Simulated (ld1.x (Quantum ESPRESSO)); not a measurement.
Reading a pseudo-wave (boron)

Columns: radius, all-electron u(r) and pseudo u(r) of the 2s shell (level -31.47 eV) of boron in the configuration [He] 2s1 2p0; PBE, non-relativistic, RRKJ scheme, ld1.x (Quantum ESPRESSO) 7.5.

```csv
r (bohr),all-electron,pseudo
0.110,0.3389,-0.0567
0.220,0.3483,-0.1159
0.330,0.2130,-0.1804
0.440,0.0254,-0.2526
0.550,-0.1679,-0.3341
0.660,-0.3440,-0.4246
0.770,-0.4927,-0.5207
0.880,-0.6110,-0.6150
0.990,-0.7006,-0.6983
1.100,-0.7637,-0.7620
1.210,-0.8026,-0.8022
1.320,-0.8202,-0.8202
1.430,-0.8199,-0.8199
1.540,-0.8053,-0.8053
1.650,-0.7794,-0.7794
1.760,-0.7454,-0.7454
1.870,-0.7057,-0.7057
1.980,-0.6624,-0.6624
2.090,-0.6172,-0.6172
2.200,-0.5716,-0.5716
2.310,-0.5264,-0.5264
2.420,-0.4825,-0.4825
2.530,-0.4403,-0.4403
2.640,-0.4003,-0.4003
2.750,-0.3626,-0.3626
2.860,-0.3274,-0.3274
```

How many radial nodes do the two functions have?

The all-electron 2s function has n − l − 1 = 1; the pseudo-wave has 0, since the states of the same l below it are removed with the core.

At about which radius was the pseudo-wave matched?

1.40 bohr. The columns agree to 0.0005 from 1.21 bohr on; several derivatives are matched, so the curves merge somewhat inside the radius.

Where does each function peak?

Outermost all-electron maximum near 1.32 bohr, pseudo maximum near 1.32 bohr (to the table’s step).

Is the pseudo-wave norm-conserving?

Yes: the RRKJ scheme keeps the norm inside the radius equal to the all-electron one, which fixes the energy derivative of the logarithmic derivative at the level.
